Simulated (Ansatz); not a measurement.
Cost and result up the ladder for Ge(SMe)2Me2 (C₄H₁₂GeS₂) (19 atoms). Total charge 0; singlet. Geometry: r2SCAN-D4/def2-SVP.

Cartesian coordinates in Å:
```
Ge 0.188 0.621 0.201
S 0.122 1.947 -1.585
C -0.508 0.762 -2.831
H 0.069 -0.174 -2.801
H -0.376 1.234 -3.814
H -1.577 0.551 -2.679
S 1.644 -1.006 -0.322
C 1.069 -2.358 0.771
H 1.124 -2.079 1.835
H 1.749 -3.205 0.602
H 0.046 -2.677 0.524
C -1.558 -0.172 0.580
H -1.529 -0.756 1.513
H -1.876 -0.834 -0.240
H -2.299 0.634 0.693
C 0.832 1.720 1.674
H 0.967 1.101 2.574
H 0.112 2.522 1.897
H 1.800 2.169 1.409
```

Ansatz on 2 threads of AMD EPYC 7R13 on a shared host and a share (18 GiB) of an NVIDIA H100 80GB HBM3. Times are rough, and most runs start from the orbitals of an earlier one. r2SCAN0-D4/def2-TZVP serves as the yardstick here, not as an exact answer. Differences are given only for rows in sets of like size (and for xTB, whose basis is part of the method), since another set adds its own error. Binding counts from free atoms at the same level (Ge triplet, S triplet, C triplet, H doublet; other spins of the atoms weren't run), without zero-point energy or a counterpoise term.

The 6-31G sets use Cartesian d functions. B3LYP takes the VWN-RPA correlation. Correlated methods freeze 23 core orbitals; core or outer-core shells of Ge are correlated, in sets that lack core-valence functions. The rows differ in basis, and correlated rows in double-zeta sets carry the largest basis error.

Correlated methods converge slowly with the basis, most of all in double-zeta sets.

```json
{"level": "HF/6-31G", "functions": "115", "wall time": "1.3 s", "binding energy per atom (eV)": "2.61", "difference from r2SCAN0-D4/def2-TZVP (eV)": "–"}
{"level": "PBE-D4/def2-SVP", "functions": "184", "wall time": "1.4 s", "binding energy per atom (eV)": "3.82", "difference from r2SCAN0-D4/def2-TZVP (eV)": "–"}
{"level": "B3LYP-D4/6-31G", "functions": "115", "wall time": "1.7 s", "binding energy per atom (eV)": "3.65", "difference from r2SCAN0-D4/def2-TZVP (eV)": "–"}
{"level": "PBE-D4/def2-TZVP", "functions": "318", "wall time": "1.7 s", "binding energy per atom (eV)": "3.81", "difference from r2SCAN0-D4/def2-TZVP (eV)": "0.08"}
{"level": "PBE0-D4/def2-SVP", "functions": "184", "wall time": "1.9 s", "binding energy per atom (eV)": "3.78", "difference from r2SCAN0-D4/def2-TZVP (eV)": "–"}
{"level": "PBE0-D4/def2-TZVP", "functions": "318", "wall time": "2 s", "binding energy per atom (eV)": "3.77", "difference from r2SCAN0-D4/def2-TZVP (eV)": "0.04"}
{"level": "BLYP-D4/def2-TZVP", "functions": "318", "wall time": "2 s", "binding energy per atom (eV)": "3.72", "difference from r2SCAN0-D4/def2-TZVP (eV)": "-0.01"}
{"level": "MP2/def2-TZVP", "functions": "318", "wall time": "2 s", "binding energy per atom (eV)": "3.66", "difference from r2SCAN0-D4/def2-TZVP (eV)": "-0.07"}
{"level": "r2SCAN-D4/def2-TZVP", "functions": "318", "wall time": "2.1 s", "binding energy per atom (eV)": "3.77", "difference from r2SCAN0-D4/def2-TZVP (eV)": "0.04"}
{"level": "CCSD(T)/def2-SVP", "functions": "184", "wall time": "3 s", "binding energy per atom (eV)": "3.56", "difference from r2SCAN0-D4/def2-TZVP (eV)": "–"}
{"level": "r2SCAN0-D4/def2-TZVP (with forces)", "functions": "318", "wall time": "3.1 s", "binding energy per atom (eV)": "3.73", "difference from r2SCAN0-D4/def2-TZVP (eV)": "0.00"}
```
